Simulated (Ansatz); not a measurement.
Relaxation of C$_{2}$H$_{6}$ClFOSi (12 atoms, charge 0, multiplicity 1), to a largest force component of 0.02 eV/Å in at most 50 steps.

Theory: RKS PBE-D4/def2-SVP in Ansatz.

```xyz
12
Properties=species:S:1:pos:R:3
C 0.937 0.257 -1.461
Si 0.461 0.530 0.307
F -0.301 1.954 0.468
Cl 2.256 0.542 1.426
C -0.703 -0.797 0.936
O -2.019 -0.859 0.376
H 1.580 1.097 -1.826
H 1.431 -0.638 -1.648
H -0.006 0.335 -2.055
H -0.836 -0.659 2.057
H -1.966 -1.760 -0.031
H -2.475 -0.048 0.627
```

Where does it end, and by what steps?

The forces met the threshold. After 21 steps the energy has fallen by 1.596 eV; H10 moved furthest, 1.45 Å.

```
step  energy less start (eV)  largest force component (eV/Å)  accepted
   0                  0.0000                           3.700       yes
   1                 -0.6223                           1.949       yes
   2                 -0.9699                           1.106       yes
   3                 -1.2118                           0.512       yes
   4                 -1.1890                           2.337        no
   5                 -1.2739                           0.231       yes
   6                 -1.2935                           0.131       yes
   7                 -1.3073                           0.733       yes
   8                 -1.3331                           0.545       yes
   9                 -1.3913                           0.296       yes
  10                 -1.4438                           0.493       yes
  11                 -1.4776                           0.358       yes
  12                 -1.5057                           0.447       yes
  13                 -1.5262                           0.524       yes
  14                 -1.5462                           0.504       yes
  15                 -1.5662                           0.490       yes
  16                 -1.5809                           0.502       yes
  17                 -1.5463                           1.297        no
  18                 -1.5947                           0.067       yes
  19                 -1.5952                           0.086       yes
  20                 -1.5956                           0.082       yes
  21                 -1.5962                           0.017       yes
```

```xyz
12
Properties=species:S:1:pos:R:3
C 1.214 0.200 -1.506
Si 0.279 0.327 0.101
F -1.003 1.447 -0.049
Cl 1.568 1.343 1.442
C -0.732 -1.116 0.559
O -2.051 -0.460 1.229
H 1.735 1.146 -1.750
H 1.981 -0.598 -1.418
H 0.526 -0.078 -2.328
H -0.397 -1.836 1.328
H -2.765 -0.896 0.722
H -1.994 0.475 0.844
```

Whether the end is a true minimum wasn't checked by a vibrational analysis.

Run time: 73 s on 2 threads of Intel(R) Xeon(R) Platinum 8259CL CPU @ 2.50GHz (Skylake/Cascade Lake), on a shared host, peak memory 0.21 GiB.
